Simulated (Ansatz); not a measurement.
`CC(C)[NH][Ge]([CH3])([CH3])[Cl]` + `[CH3][Al]([F])[F]` → `[CH3][Ge]([CH3])([CH3])[Cl]` + `CC(C)[NH][Al]([F])[F]`  (redistribution)

Computed with Ansatz on PBE0-D4/def2-TZVP structures; ΔE is electronic, products minus reactants. CBS: MP2 limit from def2 TZ/QZ plus the TZ coupled-cluster correction, frozen cores. Functionals use def2-TZVPP. B3LYP here is the variant with VWN-RPA as its local correlation; programs differ in this. For Ge outer-core shells are correlated without core-valence functions, which leaves a few kJ/mol of doubt a bond. Scalar relativity is left out up to krypton. One conformer a species, not always the lowest.

**Question.** Is it downhill or uphill in electronic energy at CCSD(T)/CBS, and by how much? (An estimate is asked.)

**Answer.** Computed: Downhill: ΔE = -11.6 kcal/mol.

**Question.** What do these levels give: r2SCAN-D4, PBE0-D4, B3LYP-D4, ωB97M-V, PBE, PBE0, B3LYP, SCS-MP2/def2-TZVPP, CCSD/def2-TZVPP, MP2/def2-QZVPP, SCS-MP2/def2-QZVPP, MP2/CBS(def2)? (An estimate is asked.)

**Answer.** The calculation gave: r2SCAN-D4 -12.3, PBE0-D4 -11.5, B3LYP-D4 -11.6, ωB97M-V -11.5, PBE -11.4, PBE0 -12.2, B3LYP -12.6, SCS-MP2/def2-TZVPP -12.6, CCSD/def2-TZVPP -12.6, MP2/def2-QZVPP -11.9, SCS-MP2/def2-QZVPP -12.4, MP2/CBS(def2) -11.8 kcal/mol.

Largest T1 diagnostic among the species: 0.012.

From PBE to PBE0 (25 % exact exchange), in def2-TZVPP and without D4, ΔE moves by −0.8 kcal/mol. The D4 term adds +1.0 kcal/mol with B3LYP and +0.7 kcal/mol with PBE0; it sums over pairs of atoms, weighted by their polarisabilities, and B3LYP, whose exchange is more repulsive, gets the larger term. In def2-TZVPP, CCSD(T) changes the Hartree–Fock value by +1.7 kcal/mol (the triples alone add +0.6 kcal/mol) and MP2 by +1.6 kcal/mol.
